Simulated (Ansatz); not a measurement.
CH$_{6}$N (SMILES C[NH3+]), charge +1, singlet, geometry from GFN2-xTB. Base run: Ansatz (a first-principles code) with BLYP/def2-SVP.

Input for Ansatz:
Ansatz 0.2 input:
```yaml
crystal:
  periodic: [false, false, false]
  atoms:
    - {symbol: C, position_ang: [-0.77071948, 0.11205340, -0.02502897]}
    - {symbol: N, position_ang: [0.69755629, -0.10141635, 0.02265301]}
    - {symbol: H, position_ang: [-1.22221644, -0.55838622, -0.75295779]}
    - {symbol: H, position_ang: [-0.98986314, 1.13881131, -0.30956972]}
    - {symbol: H, position_ang: [-1.20846834, -0.08311829, 0.95144588]}
    - {symbol: H, position_ang: [0.91217603, -1.07122392, 0.29134982]}
    - {symbol: H, position_ang: [1.13138247, 0.52994390, 0.70965040]}
    - {symbol: H, position_ang: [1.11841225, 0.08156726, -0.89831582]}
basis:
  gaussian:
    orbitals: def2-SVP
hamiltonian:
  xc: blyp
total_charge: 1
```

The base run was repeated with changes; each row names its change, and settings that it needs were set with it.

```csv
change,basis functions,E (Eh)
base,58,-96.08461
basis = STO-3G,16,-94.98449
basis = pcseg-0,30,-95.90306
basis = 3-21G,30,-95.64145
basis = 6-31G,30,-96.13747
basis = def2-SV(P),40,-96.06300
basis = cc-pVDZ,58,-96.15722
basis = 6-311++G**,86,-96.19204
"basis = 6-311+G(2d,p)",90,-96.19341
basis = def2-TZVP,98,-96.19971
basis = def2-TZVPP,146,-96.20348
basis = aug-cc-pVTZ,230,-96.20117
basis = cc-pVQZ,290,-96.20878
```

Totals compare only among sets that treat the same electrons; sets with core potentials leave the core out.
